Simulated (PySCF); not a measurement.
Splitting trees

Molfile (atoms numbered from 1):
```
C7H7BF3N
     RDKit          3D

 19 19  0  0  0  0  0  0  0  0999 V2000
    3.4950   -0.7822    1.5439 F   0  0  0  0  0  0  0  0  0  0  0  0
    2.4682   -0.5438    0.7551 C   0  0  0  0  0  0  0  0  0  0  0  0
    1.4822   -1.4016    0.9968 F   0  0  0  0  0  0  0  0  0  0  0  0
    2.3896    0.4180   -0.1674 C   0  0  0  0  0  0  0  0  0  0  0  0
    3.4949    1.1777   -0.3011 F   0  0  0  0  0  0  0  0  0  0  0  0
    1.1835    0.7822   -1.1551 B   0  0  0  0  0  0  0  0  0  0  0  0
   -0.1914    0.2987   -0.5010 N   0  0  0  0  0  0  0  0  0  0  0  0
   -0.6137    0.8718    0.6353 C   0  0  0  0  0  0  0  0  0  0  0  0
   -1.7935    0.4888    1.2509 C   0  0  0  0  0  0  0  0  0  0  0  0
   -2.5581   -0.5232    0.6718 C   0  0  0  0  0  0  0  0  0  0  0  0
   -2.1085   -1.1133   -0.5047 C   0  0  0  0  0  0  0  0  0  0  0  0
   -0.9143   -0.6762   -1.0624 C   0  0  0  0  0  0  0  0  0  0  0  0
    1.1038    1.9986   -1.2656 H   0  0  0  0  0  0  0  0  0  0  0  0
    1.2646    0.2316   -2.2449 H   0  0  0  0  0  0  0  0  0  0  0  0
    0.0351    1.6530    1.0350 H   0  0  0  0  0  0  0  0  0  0  0  0
   -2.1046    0.9810    2.1733 H   0  0  0  0  0  0  0  0  0  0  0  0
   -3.4929   -0.8472    1.1349 H   0  0  0  0  0  0  0  0  0  0  0  0
   -2.6693   -1.9113   -0.9932 H   0  0  0  0  0  0  0  0  0  0  0  0
   -0.4988   -1.0962   -1.9791 H   0  0  0  0  0  0  0  0  0  0  0  0
  1  2  1  0
  2  3  1  0
  2  4  2  3
  4  5  1  0
  4  6  1  0
  6  7  1  0
  7  8  2  0
  8  9  1  0
  9 10  2  0
 10 11  1  0
 11 12  2  0
 12  7  1  0
  6 13  1  0
  6 14  1  0
  8 15  1  0
  9 16  1  0
 10 17  1  0
 11 18  1  0
 12 19  1  0
M  CHG  2   6  -1   7   1
M  END
```

A single conformation, isolated molecule, fast rotation and ring inversion assumed for equivalent nuclei, non-relativistic. KT2/pcSseg-2 with gauge-including orbitals; spin–spin couplings from B3LYP/pcJ-1 (spin–dipole term only in couplings to heteroatoms); geometry: PBE0-D3(BJ)/def2-SVP; PySCF.

References, each an isolated molecule treated in the same way: ¹⁹F against CFCl3; ¹H vs TMS.

Spectrometer: 800 MHz for ¹H. First-order analysis; couplings under 1 Hz (under 4 Hz in carbon signals) are ignored, and nearly equal couplings are merged; the smaller ones broaden or split the lines further.

(1) What pattern does F1 show (¹⁹F)?

(2) What pattern does H17 show (¹H)?

(3) What pattern does F5 show (¹⁹F)?

(4) What pattern does F3 show (¹⁹F)?

Answers

(1) A doublet of doublets of triplets at δ -123.5: 53.6 Hz to F5 (1 × ¹⁹F, 3 bonds away), 27.0 Hz to F3 (1 × ¹⁹F, 2 bonds away), 7.7 Hz to H13/H14 (2 × ¹H, 4 bonds away). Lines in Hz from the centre (relative intensity): +48.0 (1), +40.3 (2), +32.6 (1), +21.0 (1), +13.3 (2), +5.6 (1), -5.6 (1), -13.3 (2), -21.0 (1), -32.6 (1), -40.3 (2), -48.0 (1). The outer lines are 96.0 Hz apart, the sum of the couplings kept, or 0.128 ppm at this field.

(2) A triplet of triplets at δ 7.62: 8.5 Hz to H16/H18 (2 × ¹H, 3 bonds away), 1.3 Hz to H15/H19 (2 × ¹H, 4 bonds away). Lines in Hz from the centre (relative intensity): +9.8 (1), +8.5 (2), +7.2 (1), +1.3 (2), +0.0 (4), -1.3 (2), -7.2 (1), -8.5 (2), -9.8 (1). The outer lines are 19.6 Hz apart, the sum of the couplings kept, or 0.025 ppm at this field.

(3) A doublet of doublets of triplets at δ -199.5: 152.1 Hz to F3 (1 × ¹⁹F, 3 bonds away), 53.6 Hz to F1 (1 × ¹⁹F, 3 bonds away), 8.1 Hz to H13/H14 (2 × ¹H, 3 bonds away). Lines in Hz from the centre (relative intensity): +111.0 (1), +102.8 (2), +94.8 (1), +57.4 (1), +49.2 (2), +41.1 (1), -41.1 (1), -49.2 (2), -57.4 (1), -94.8 (1), -102.8 (2), -111.0 (1). The outer lines are 221.9 Hz apart, the sum of the couplings kept, or 0.295 ppm at this field.

(4) A doublet of doublets of triplets at δ -163.8: 152.1 Hz to F5 (1 × ¹⁹F, 3 bonds away), 27.0 Hz to F1 (1 × ¹⁹F, 2 bonds away), 3.9 Hz to H13/H14 (2 × ¹H, 4 bonds away). Lines in Hz from the centre (relative intensity): +93.5 (1), +89.5 (2), +85.7 (1), +66.5 (1), +62.5 (2), +58.6 (1), -58.6 (1), -62.5 (2), -66.5 (1), -85.7 (1), -89.5 (2), -93.5 (1). The outer lines are 186.9 Hz apart, the sum of the couplings kept, or 0.248 ppm at this field.

Hydrogens on boron are broadened and split by ¹¹B (spin 3/2, 80 %) and 10B (spin 3). Unscaled 3J(H,H) at this level run about 10 % above measured values.
